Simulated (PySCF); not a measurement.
Ga(F)(Et)(OH) (C₂H₆FGaO), SMILES C[CH2][Ga]([OH])[F].

Coordinates come from a PBE0-D3(BJ)/def2-SVP optimisation. The structure was generated by enumeration; whether it is a known compound was not checked. The values are those of a single conformer.

These are PBE/def2-TZVP (PySCF) values and carry that method's errors.

Symmetry labels are those of the subgroup Cs that the program uses (full group Cs).

Task: List the valence orbital energies around the gap with their symmetry. (The exact figures need the calculation; the answer reports its results.)

Result: 
```
orbital  symmetry  energy (eV)
-------  --------  -----------
HOMO−7         A'       -10.13
HOMO−6         A'        -9.43
HOMO−5         A"        -8.90
HOMO−4         A"        -8.59
HOMO−3         A'        -8.51
HOMO−2         A'        -8.45
HOMO−1         A"        -7.35
HOMO           A'        -6.98
LUMO           A'        -1.38
LUMO+1         A"        -1.11
LUMO+2         A'         0.08
LUMO+3         A'         0.69
```
